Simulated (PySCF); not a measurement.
C3H6Si, SMILES C#CC[SiH3], PBE/def2-SVP optimised geometry.

```
10

C      1.91    -0.94     0.00
C      0.69    -0.99     0.00
C     -0.77    -0.99     0.00
Si    -1.49     0.79     0.00
H      2.99    -0.91     0.00
H     -1.16    -1.52    -0.89
H     -1.16    -1.52     0.89
H     -2.99     0.70    -0.01
H     -1.02     1.52    -1.22
H     -1.04     1.52     1.23
```

Density from PBE/def2-TZVP (PySCF) at that geometry.

Minimum of the electron density along straight lines between bonded atoms, close to the bond critical point (lines longer than 1.1 times the sum of covalent radii, or with two minima, are not listed):

```tsv
bond	length / Å	ρ at the minimum / e bohr⁻³	∇²ρ there / e bohr⁻⁵	position (fraction from the first atom)
C1–C2	1.224	___	-1.05	0.49
C2–C3	1.454	0.267	___	0.53
C3–Si4	1.917	0.112	___	0.61
C1–H5	1.081	0.277	-0.97	0.66
C3–H6	1.113	0.260	-0.83	0.64
C3–H7	1.113	0.260	-0.83	0.64
Si4–H8	1.506	0.117	0.12	0.49
Si4–H9	1.502	0.118	0.12	0.49
Si4–H10	1.502	0.118	0.12	0.49
```

Task: Fill in the missing entries.

Result: 
- C1–C2, ρ at the minimum / e bohr⁻³: 0.396
- C2–C3, ∇²ρ there / e bohr⁻⁵: -0.68
- C3–Si4, ∇²ρ there / e bohr⁻⁵: 0.13
